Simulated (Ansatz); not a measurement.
Relaxation of Te₄As⁺ with RKS PBE-D4/def2-SVP.

```sh
$ ansatz run in.yaml --threads 4 --pin off --events-out ev --progress --plain --max-ram 4787MiB
```

```yaml
crystal:
  periodic: [false, false, false]
  atoms:
    - {symbol: As, position_ang: [0.714500, 1.026000, 0.941800]}
    - {symbol: Te, position_ang: [2.013780, -0.877660, -0.127750]}
    - {symbol: Te, position_ang: [-0.764430, 2.080160, -0.841940]}
    - {symbol: Te, position_ang: [-1.622150, -0.073280, 0.603730]}
    - {symbol: Te, position_ang: [-0.341700, -2.155220, -0.575850]}
basis:
  gaussian: {orbitals: def2-SVP}
total_charge: 1
hamiltonian: {xc: pbe, dispersion: d4}
scf: {lower_state_search: "off"}
output: {orbitals: {seedname: orbitals}}
relax: {f_tol: 0.02, max_steps: 100}
```

Hardware: 4 threads of Arm Neoverse V2 on a shared host. Wall time 9 s.

Positions (Å) and forces (eV/Å) at steps 1, 2, 3, 4, 5, 6 of 6:

```xyz
5
step=1 energy=-89993.6358 eV
As    0.715    1.026    0.942    0.761    0.940    1.377
Te    2.014   -0.878   -0.128    0.961   -0.732   -0.409
Te   -0.764    2.080   -0.842   -0.576    0.770   -0.852
Te   -1.622   -0.073    0.604   -1.139    0.082    0.356
Te   -0.342   -2.155   -0.576   -0.007   -1.059   -0.472
5
step=2 energy=-89993.6805 eV
As    0.784    1.154    1.040   -0.553   -0.569   -0.795
Te    2.091   -0.966   -0.144   -0.767    0.192    0.141
Te   -0.837    2.220   -0.885    0.153   -0.747    0.777
Te   -1.698   -0.065    0.613    0.941    0.256   -0.571
Te   -0.341   -2.344   -0.624    0.226    0.869    0.449
5
step=3 energy=-89993.8206 eV
As    0.751    1.102    0.969    0.093    0.062    0.294
Te    2.013   -0.943   -0.145    0.262   -0.097   -0.163
Te   -0.843    2.253   -0.789    0.056    0.037   -0.305
Te   -1.591   -0.073    0.488   -0.526    0.056    0.318
Te   -0.330   -2.339   -0.524    0.115   -0.059   -0.144
5
step=4 energy=-89993.8590 eV
As    0.734    1.049    1.000    0.049    0.132    0.012
Te    2.085   -0.934   -0.174   -0.162    0.035    0.035
Te   -0.808    2.169   -0.850    0.000   -0.067    0.075
Te   -1.692   -0.047    0.572    0.133    0.011   -0.076
Te   -0.319   -2.238   -0.548   -0.020   -0.111   -0.047
5
step=5 energy=-89993.8692 eV
As    0.758    1.085    0.999   -0.086    0.014    0.009
Te    2.051   -0.934   -0.150    0.026   -0.009   -0.020
Te   -0.818    2.166   -0.844    0.017   -0.005    0.003
Te   -1.664   -0.056    0.568    0.071    0.012    0.007
Te   -0.328   -2.262   -0.573   -0.028   -0.012    0.001
5
step=6 energy=-89993.8700 eV
As    0.748    1.085    1.005    0.007    0.019    0.009
Te    2.049   -0.929   -0.157    0.007   -0.007   -0.010
Te   -0.811    2.167   -0.847   -0.002   -0.004    0.012
Te   -1.656   -0.056    0.570   -0.007   -0.003   -0.020
Te   -0.330   -2.266   -0.571   -0.005   -0.005    0.009
```

In the def2 sets Te takes a core potential; there is no spin–orbit coupling. The structure comes from a short search, and lower isomers may exist.
